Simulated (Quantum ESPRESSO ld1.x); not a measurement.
Question: Species: Pr10+. Configuration: [Kr] 4d10 5s2 5p1 (the NIST ground configuration). Calculated with ld1.x of Quantum ESPRESSO 7.5: Dirac Kohn-Sham, PBE, spin-unpolarised, spherical densities, point nucleus; open shells are shared between the two j in proportion to 2j + 1.

Spin-orbit splittings of the eigenvalues, e(l+1/2) - e(l-1/2), with zeta = 2 splitting/(2l+1) and mean radii in bohr:

| shell | occ. | splitting (eV) | zeta (eV) | <r> j=l-1/2 | <r> j=l+1/2 |
|---|---|---|---|---|---|
| 2p | 6 | 482.2 | 321.5 | 0.08606 | 0.09237 |
| 3p | 6 | 95.57 | 63.71 | 0.2616 | 0.2739 |
| 3d | 10 | 20.58 | 8.232 | 0.2452 | 0.2490 |
| 4p | 6 | 21.38 | 14.25 | 0.6300 | 0.6556 |
| 4d | 10 | ? | ? | 0.6941 | 0.7025 |
| 5p | 1 | 5.104 | 3.403 | 1.370 | 1.414 |

Estimate the 4d splitting.

Answer: 3.907 eV (zeta = 1.563 eV).
